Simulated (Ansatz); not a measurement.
Start from `[CH3][SnH]([F])[Br]` and change one atom or group to get `[F][SnH]([Br])[Br]`.

Ansatz, PBE0-D4/def2-TZVP geometries, multiplicity 1. 

Elements past krypton have def2 core potentials. Scalar relativity is left out up to krypton.

| property | `[CH3][SnH]([F])[Br]` |
| --- | --- |
| size of the dipole moment (PBE/def2-TZVPP) / D | 3.40 |
| LUMO energy (ωB97M-V/def2-TZVPP) / eV | 0.85 |
| HOMO–LUMO gap (ωB97M-V/def2-TZVPP) / eV | 11.40 |
| LUMO energy (PBE0/def2-TZVPP) / eV | -1.06 |
| HOMO energy (B3LYP/def2-TZVPP) / eV | -8.09 |
| HOMO–LUMO gap (B3LYP/def2-TZVPP) / eV | 6.71 |

Question: What does the change do to each property? (Best estimate.)

Answer: The calculation gave: 
```
                                      property  `[F][SnH]([Br])[Br]`  shift
size of the dipole moment (PBE/def2-TZVPP) / D                  2.14  -1.26
         LUMO energy (ωB97M-V/def2-TZVPP) / eV                 -0.45  -1.30
       HOMO–LUMO gap (ωB97M-V/def2-TZVPP) / eV                 10.65  -0.75
            LUMO energy (PBE0/def2-TZVPP) / eV                 -2.43  -1.37
           HOMO energy (B3LYP/def2-TZVPP) / eV                 -8.63  -0.54
         HOMO–LUMO gap (B3LYP/def2-TZVPP) / eV                  5.89  -0.82
```

With PBE0 the HOMO falls by 0.56 eV and the LUMO falls by 1.37 eV, so the gap narrows by about 0.81 eV. PBE moves the HOMO by -0.53 eV and ωB97M-V by -0.55 eV. The zero-point energy changes by -92.6 kJ/mol with -9 modes. Dipoles are sizes alone; their direction can turn.

B3LYP here is the variant with VWN-RPA as its local correlation; programs differ in this.

Spin–orbit coupling is left out; it splits and shifts lone-pair levels of the heavy atoms by tenths of an eV.
